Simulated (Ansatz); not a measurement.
Consider the redistribution: `O=C[SiH2][SiH2][SiH3]` + `[SiH3][GeH2][GeH2][SiH2][GeH3]` → `[SiH3][SiH2][SiH2][GeH2][SiH2][GeH3]` + `O=[CH][GeH2][SiH3]`.

Calculated with Ansatz (gas phase, PBE0-D4/def2-TZVP geometries, no zero-point term in ΔE). CCSD(T)/CBS is the MP2 limit (def2-TZVPP, def2-QZVPP) plus CCSD(T) − MP2 in def2-TZVPP, frozen cores. Functionals use def2-TZVPP. For Ge outer-core shells are correlated without core-valence functions, which leaves a few kJ/mol of doubt a bond. Scalar relativity is left out up to krypton. One conformer a species, not always the lowest.

Problem. Is it downhill or uphill in electronic energy at CCSD(T)/CBS, and by how much? (Best estimate.)

Solution. Computed: Uphill: ΔE = +18.7 kJ/mol.

Problem. What do these levels give: r2SCAN, PBE0, MP2/def2-TZVPP, CCSD/def2-TZVPP, HF/def2-QZVPP, CCSD/CBS(def2)? (Estimate.)

Solution. Ansatz gave: r2SCAN 15.6, PBE0 16.5, MP2/def2-TZVPP 19.4, CCSD/def2-TZVPP 19.4, HF/def2-QZVPP 26.7, CCSD/CBS(def2) 20.3 kJ/mol.

Largest T1 diagnostic among the species: 0.016.

In def2-TZVPP, CCSD(T) changes the Hartree–Fock value by −9.0 kJ/mol (the triples alone add −1.6 kJ/mol) and MP2 by −7.5 kJ/mol. From PBE to PBE0 (25 % exact exchange), in def2-TZVPP and without D4, ΔE moves by +3.1 kJ/mol.
